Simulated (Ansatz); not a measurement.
Cartesian coordinates in Å:
```
B -1.489 -0.739 0.018
Si 0.261 -0.130 -0.596
B 1.465 0.724 0.655
O 0.727 1.512 -0.111
H -1.885 -1.831 -0.264
H -2.119 -0.073 0.783
H 0.749 -0.389 -1.972
H 2.290 0.925 1.487
```

The species carries charge 0 and has multiplicity 1.

(1) List the r2SCAN/def2-TZVPP orbital energies in eV (the Gaussian-basis code of Ansatz). (Best estimate.)

Results:

(1) Computed: Occupied: -1791.34, -516.82, -181.73, -180.79, -141.80, -96.74, -96.63, -96.59, -27.36, -14.29, -12.84, -12.51, -11.03, -10.42, -9.78, -8.93, -7.77, -6.13. Lowest empty: -3.27, -1.66, -0.57, 1.02, 1.40, 1.93, 2.71, 2.87.
